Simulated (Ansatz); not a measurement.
Program: Ansatz. Geometries: PBE0-D4/def2-TZVP. ΔE: electronic, gas phase. CCSD(T)/CBS adds triple-zeta CCSD(T) − MP2 to the extrapolated MP2 energy (def2 sets, frozen cores). Functionals use def2-TZVPP. HSE06 is defined as in plane-wave codes. def2 core potentials past Kr. For Ga, Sn outer-core shells are correlated without core-valence functions, which leaves a few kJ/mol of doubt a bond. Scalar relativity is left out up to krypton. Each species was taken in one conformer, which may not be the lowest.

Consider the redistribution: `C[CH2][Ga]([Cl])[Cl]` + `[NH2][Sn][SH]` → `[SH][Ga]([Cl])[Cl]` + `C[CH2][Sn][NH2]`.

```tsv
level	ΔE (kJ/mol)
LDA (SPW92)	53.9
PBE0-D4	50.5
HSE06-D4	50.7
BHLYP-D4	50.3
PBE	53.9
revPBE	53.9
BHLYP	51.8
CCSD/def2-TZVPP	42.0
```

(1) What does CCSD(T)/CBS give? (An estimate is asked.)

Largest T1 diagnostic among the species: 0.016.

## Answers

(1) Ansatz gave: +50.3 kJ/mol. The listed levels differ from it by 3.6, 0.2, 0.4, 0.0, 3.6, 3.6, 1.5, -8.3 kJ/mol.

At CCSD(T), def2-SVP lies −16.9 kJ/mol from the extrapolated value and def2-TZVPP −9.0 kJ/mol. Leaving LDA and LC-ωPBE aside and taking each functional with its dispersion term where it has one, the values, not all of them listed here, spread over 6.9 kJ/mol, from PBE-QIDH to BLYP-D4. From BLYP to BHLYP (50 % exact exchange), in def2-TZVPP and without D4, ΔE moves by −4.8 kJ/mol.
